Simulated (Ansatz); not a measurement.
C$_{3}$H$_{7}$NSi, SMILES `C=C1[SiH2]N1C` at its PBE0-D4/def2-TZVP geometry, where that method's forces vanish. The species carries charge 0 and has multiplicity 1.

```xyz
12

C    -0.0411   -1.7897   -0.8118
C    -0.1855   -0.4696   -0.7375
Si   -0.5611    1.2450   -1.1852
N     0.0183    0.4994    0.2326
C     0.4847    0.3596    1.5756
H     0.3198   -2.3694    0.0319
H    -0.2824   -2.3177   -1.7236
H    -1.9409    1.7878   -1.2072
H     0.3571    2.0900   -1.9862
H     1.4890   -0.0793    1.5966
H    -0.1805   -0.2916    2.1546
H     0.5226    1.3355    2.0602
```

Task: What forces (eV/Å) does ωB97M-V/def2-TZVPP give on these atoms in the Gaussian-basis code of Ansatz? (Best estimate.)

Result: The calculation gave: 
```
C1   0.023 -0.040  0.054
C2  -0.047 -0.218 -0.219
Si3 -0.052  0.208 -0.072
N4  -0.052  0.201 -0.082
C5   0.112 -0.079  0.304
H6  -0.023  0.051 -0.049
H7   0.015  0.051  0.063
H8   0.174 -0.071 -0.009
H9  -0.122 -0.110  0.091
H10 -0.083  0.036  0.001
H11  0.057  0.054 -0.046
H12 -0.002 -0.082 -0.036
```
